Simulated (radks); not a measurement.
Coulomb parameter of the 4f shell of neutral gadolinium in the model configuration [Xe] 4f6 5d1 6s2 6p1, as a second difference U = [E(n + 0.5) + E(n - 0.5) - 2 E(n)] / (0.5)^2 with all orbitals relaxed. "Bare": the charge of the atom changes with n. "Screened": the 6p shell takes up the change at fixed total charge, which measures U(4f,4f) + U(6p,6p) - 2 U(4f,6p). Method: Dirac Kohn-Sham, LDA (Slater exchange, Perdew-Wang correlation), spin-unpolarised, spherical densities, point nucleus; open shells are shared between the two j in proportion to 2j + 1; computed with a radial shooting solver on a logarithmic mesh with Libxc functionals.

| case | configuration | E - E(n) (eV) |
|---|---|---|
| start | [Xe] 4f6 5d1 6s2 6p1 | 0.000 |
| bare +0.5 | [Xe] 4f6.5 5d1 6s2 6p1 | -7.585 |
| bare -0.5 | [Xe] 4f5.5 5d1 6s2 6p1 | 11.490 |
| screened +0.5 | [Xe] 4f6.5 5d1 6s2 6p0.5 | -7.076 |
| screened -0.5 | [Xe] 4f5.5 5d1 6s2 6p1.5 | 9.529 |

U(bare) = 15.622 eV, U(screened by 6p) = 9.812 eV. The step up makes a negative ion, whose loosely bound charge lowers the bare value.
